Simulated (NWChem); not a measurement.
Molecule: AlSiH$_{3}$Cl$_{2}$; SMILES [SiH3][Al]([Cl])[Cl]

Results from NWChem. Geometry: optimised at B3LYP/6-31G* (spherical d). Total energies compare along this basis series because the functional is fixed.

| level | basis functions | energy (Ha) | highest occupied level (eV) | orbital gap (eV) | dipole (D) | relative time |
|---|---|---|---|---|---|---|
| TPSS/cc-pVDZ | 87 | -1454.3533 | -7.33 | 4.84 | 1.56 | 1 |
| TPSS/aug-cc-pVDZ | 135 | -1454.3605 | -7.40 | 4.81 | 1.65 | 2 |
| TPSS/cc-pVTZ | 178 | -1454.4168 | -7.37 | 4.85 | 1.56 | 2 |
| TPSS/aug-cc-pVTZ | 269 | -1454.4187 | -7.39 | 4.83 | 1.62 | 10 |

Times are rough ratios from one shared machine.
